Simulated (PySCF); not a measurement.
## Peak assignment

Molfile (atoms numbered from 1):
```
C5H12FPSi
     RDKit          3D

 20 19  0  0  0  0  0  0  0  0999 V2000
   -1.6332   -1.1207    0.6012 C   0  0  0  0  0  0  0  0  0  0  0  0
   -0.6311    0.1639   -0.3364 Si  0  0  0  0  0  4  0  0  0  0  0  0
   -1.7000    1.6521   -0.7632 C   0  0  0  0  0  0  0  0  0  0  0  0
    0.0762   -0.5919   -1.9055 C   0  0  0  0  0  0  0  0  0  0  0  0
    0.8046    0.7625    0.7588 C   0  0  0  0  0  0  0  0  0  0  0  0
    1.8211   -0.6082    1.4813 P   0  0  0  0  0  0  0  0  0  0  0  0
    3.0011   -0.7395    0.2964 C   0  0  0  0  0  0  0  0  0  0  0  0
    3.9704   -1.6452    0.3676 F   0  0  0  0  0  0  0  0  0  0  0  0
   -2.0605   -0.7022    1.5263 H   0  0  0  0  0  0  0  0  0  0  0  0
   -2.4655   -1.4943   -0.0163 H   0  0  0  0  0  0  0  0  0  0  0  0
   -1.0068   -1.9832    0.8796 H   0  0  0  0  0  0  0  0  0  0  0  0
   -2.5538    1.3566   -1.3938 H   0  0  0  0  0  0  0  0  0  0  0  0
   -1.1209    2.4086   -1.3166 H   0  0  0  0  0  0  0  0  0  0  0  0
   -2.1014    2.1305    0.1442 H   0  0  0  0  0  0  0  0  0  0  0  0
    0.7215   -1.4533   -1.6735 H   0  0  0  0  0  0  0  0  0  0  0  0
   -0.7309   -0.9431   -2.5680 H   0  0  0  0  0  0  0  0  0  0  0  0
    0.6758    0.1415   -2.4683 H   0  0  0  0  0  0  0  0  0  0  0  0
    1.4274    1.4702    0.1860 H   0  0  0  0  0  0  0  0  0  0  0  0
    0.3808    1.3264    1.6072 H   0  0  0  0  0  0  0  0  0  0  0  0
    3.0890   -0.1152   -0.6049 H   0  0  0  0  0  0  0  0  0  0  0  0
  1  2  1  0
  2  3  1  0
  2  4  1  0
  2  5  1  0
  5  6  1  0
  6  7  2  0
  7  8  1  0
  1  9  1  0
  1 10  1  0
  1 11  1  0
  3 12  1  0
  3 13  1  0
  3 14  1  0
  4 15  1  0
  4 16  1  0
  4 17  1  0
  5 18  1  0
  5 19  1  0
  7 20  1  0
M  END
```

- NMR shieldings at PBE0/pcSseg-1/GIAO
- coordinates at the PBE0-D3(BJ)/def2-SVP level
- program: PySCF 2.14.0 with density-fitted response routines
- rapidly exchanging positions averaged, no solvent model, a single conformation, no relativistic terms

Scale: 13C, 1H vs TMS (reference shieldings calculated alike).

Problem. Assign these signals to the numbered atoms. 13C{1H} NMR (computed): δ 220.8, 13.0, -1.6.

Solution. 
220.8 → C7, carbon double-bonded to a heavier main-group atom
13.0 → C5, sp3 CH2 bonded to P and Si
-1.6 → C1/C3/C4, methyl carbon bonded to Si: an electropositive neighbour leaves it electron-rich and shielded

Problem. Assign these signals to the numbered atoms. 1H NMR (600 MHz, computed): δ 9.08 (m, 1H), 1.02 (m, 2H), 0.09 (s, 9H).

Solution. 
| δ (ppm) | atoms | environment | reason |
| --- | --- | --- | --- |
| 9.08 | H20 | hydrogen on a carbon double-bonded to a heavier main-group atom | – |
| 1.02 | H18/H19 | hydrogen on an sp3 CH2 bonded to P and Si | – |
| 0.09 | H9/H10/H11/H12/H13/H14/H15/H16/H17 | hydrogen on a methyl carbon bonded to Si | an electropositive neighbour shields it, as in TMS itself |

Splittings by 19F and 31P in the carbon and heteronuclear signals aren't shown, as no couplings were computed. Shifts are as computed. Against solution values, carbons near 30 ppm lie about +2 ppm off and those near 130 ppm about +5 ppm (rms about the fit 1.9 ppm; single classes can miss by 10 ppm). Of 1328 compounds with measured shifts, 309 miss one by over three times the rms of a fit or turn the order of signals round; such compounds aren't used in these exercises. Signals without a measured value on file couldn't be tested in this way; 1H shifts scatter by 0.2 ppm about their fit, and single ones miss by 0.5 ppm. No couplings were computed; multiplicities are counted from neighbouring protons, with m where these are inequivalent, close in shift, in a saturated or five-membered ring or joined by F or P, and br s for small geminal =CH2 splittings.
